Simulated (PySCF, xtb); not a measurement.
CH₃Cl₂NSi₂, SMILES Cl[Si]1(Cl)N=C[SiH2]1.

GFN2-xTB run with xtb at its own geometry gives an orbital gap of 2.05 eV and a dipole moment of 3.89 D.

Coordinates come from a B3LYP-D3(BJ)/def2-SVP optimisation. This is a generated structure with no PubChem entry under its InChIKey; it may be hypothetical.

### Question
What does PySCF with PBE/def2-TZVP give? (The exact figures need the calculation; the answer reports its results.)

### Answer
gap 3.21 eV (levels -5.99 and -2.78 eV), dipole 2.65 D.
